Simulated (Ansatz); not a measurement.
Species: C$_{5}$H$_{8}$, SMILES `C[C@@H]1C=CC1` (charge 0, multiplicity 1).

### Question
Give a relaxed geometry from B3LYP-D3(BJ)/def2-TZVP in Ansatz (an electronic-structure program).

### Answer
the end point of this relaxation (outside a Z-matrix the atoms follow the SMILES, hydrogens last).
Bond lengths (Å): C1–C2 1.520, C1–H6 1.093, C1–H7 1.093, C1–H8 1.093, C2–C3 1.520, C2–C5 1.573, C2–H9 1.094, C3–C4 1.334, C3–H10 1.083, C4–C5 1.515, C4–H11 1.083, C5–H12 1.093, C5–H13 1.093. Angles (°): C2–C1–H6 111.1, C2–C1–H7 110.7, C2–C1–H8 111.1, H6–C1–H7 107.9, H6–C1–H8 107.8, H7–C1–H8 108.2, C1–C2–C3 117.5, C1–C2–C5 116.7, C1–C2–H9 110.0, C3–C2–C5 85.3, C3–C2–H9 113.3, C5–C2–H9 112.1, C2–C3–C4 94.5, C2–C3–H10 131.9, C4–C3–H10 133.6, C3–C4–C5 94.5, C3–C4–H11 133.4, C5–C4–H11 132.1, C2–C5–C4 85.7, C2–C5–H12 114.0, C2–C5–H13 115.3, C4–C5–H12 115.7, C4–C5–H13 116.1, H12–C5–H13 108.8.
